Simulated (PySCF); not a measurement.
PySCF 2.14 output of an unrestricted MN15 calculation on a single atom or ion in cc-pVTZ (4s3p2d1f, 30 functions), with the non-relativistic Hamiltonian (point nucleus):

```
SCF conv_tol = 1e-09
number electrons alpha = 5  beta = 2
    H. S. Yu, X. He, S. L. Li, and D. G. Truhlar.,  Chem. Sci. 7, 5032-5051 (2016)
    H. S. Yu, X. He, S. L. Li, and D. G. Truhlar.,  Chem. Sci. 7, 5032-5051 (2016)
cycle= 1 E= -124.220550433596  delta_E= -0.0106  |g|= 0.0153  |ddm|= 0.258
cycle= 2 E= -124.22058902628  delta_E= -3.86e-05  |g|= 0.00217  |ddm|= 0.0182
cycle= 3 E= -124.220589802809  delta_E= -7.77e-07  |g|= 0.000526  |ddm|= 0.00313
cycle= 4 E= -124.220589841394  delta_E= -3.86e-08  |g|= 2.59e-05  |ddm|= 0.000625
cycle= 5 E= -124.220589841579  delta_E= -1.85e-10  |g|= 8.14e-07  |ddm|= 4.21e-05
converged SCF energy = -124.220589841579  <S^2> = 3.7500823  2S+1 = 4.0000411
```

The run itself started from symmetry-adapted Hartree-Fock orbitals and held the occupation by maximum overlap, on a logarithmic radial grid, so the iterations belong to that start.

Task: Which element, charge and spin multiplicity is this?

Result: Ne³⁺ (neon, charge +3), multiplicity 4; the state was [He] 2s2 2p3, high-spin 4S determinant.
